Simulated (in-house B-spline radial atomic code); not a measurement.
Radial electron density of Pr VII (Pr6+), [Kr] 4d10 4f2 5s2 5p3. Method: Dirac-Hartree-Fock, average of configuration, Fermi nucleus of rms radius 4.8919 fm. Calculated with an all-electron radial atomic-structure program (B-spline basis).

Columns: r (bohr), 4πr²n(r) (electrons per bohr), bar.

```
0.000952    2.755 #
 0.00117    3.897 ##
 0.00144    5.493 ##
 0.00177    7.669 ###
 0.00217    10.57 #####
 0.00267    14.49 ######
 0.00329    19.63 ########
 0.00404    26.04 ###########
 0.00497    33.92 ###############
  0.0061    42.99 ###################
 0.00751    53.05 #######################
 0.00923    63.01 ###########################
  0.0113    71.52 ###############################
  0.0139    77.44 #################################
  0.0171    79.34 ##################################
  0.0211    77.03 #################################
  0.0259    72.51 ###############################
  0.0319    69.45 ##############################
  0.0392    72.17 ###############################
  0.0481    81.95 ###################################
  0.0592    94.92 #########################################
  0.0727    102.1 ############################################
  0.0894    96.94 ##########################################
    0.11     83.4 ####################################
   0.135    75.19 ################################
   0.166    80.43 ###################################
   0.204    88.52 ######################################
   0.251    80.15 ###################################
   0.309    54.72 ########################
    0.38    34.82 ###############
   0.467    33.79 ###############
   0.574    38.53 #################
   0.705    33.32 ##############
   0.867    20.97 #########
    1.07    11.59 #####
    1.31    7.516 ###
    1.61     4.87 ##
    1.98    2.346 #
    2.43   0.7202 
    2.99    0.123 
    3.68  0.01051 
    4.52 0.0004038 
    5.56 5.565e-06
```

On this grid the curve has 4 maxima, near 0.0171, 0.0727, 0.204, 0.574 bohr.

The 5p1/2 radial function P(r) = rR(r), positive near the nucleus, with its small component Q(r) (sign convention: Q ≈ (P' + κP/r)/2c):

| r (bohr) | P | Q |
| --- | --- | --- |
| 0.000512 | 0.001054 | 0.003869 |
| 0.000774 | 0.001668 | 0.005561 |
| 0.00117 | 0.002701 | 0.007946 |
| 0.00177 | 0.004509 | 0.01126 |
| 0.00267 | 0.007734 | 0.01573 |
| 0.00404 | 0.0137 | 0.02159 |
| 0.0061 | 0.02462 | 0.0287 |
| 0.00923 | 0.04444 | 0.03648 |
| 0.0139 | 0.07792 | 0.04296 |
| 0.0211 | 0.1302 | 0.0448 |
| 0.0319 | 0.1932 | 0.03714 |
| 0.0481 | 0.2306 | 0.01738 |
| 0.0727 | 0.1656 | -0.00918 |
| 0.11 | -0.06221 | -0.02505 |
| 0.166 | -0.3133 | -0.01434 |
| 0.251 | -0.2073 | 0.01032 |
| 0.38 | 0.3204 | 0.01496 |
| 0.574 | 0.4554 | -0.002575 |
| 0.867 | -0.2913 | -0.01079 |
| 1.31 | -0.9456 | -0.003969 |
| 1.98 | -0.6766 | 0.001343 |
| 2.99 | -0.1617 | 0.0007917 |
| 4.52 | -0.009096 | 6.011e-05 |
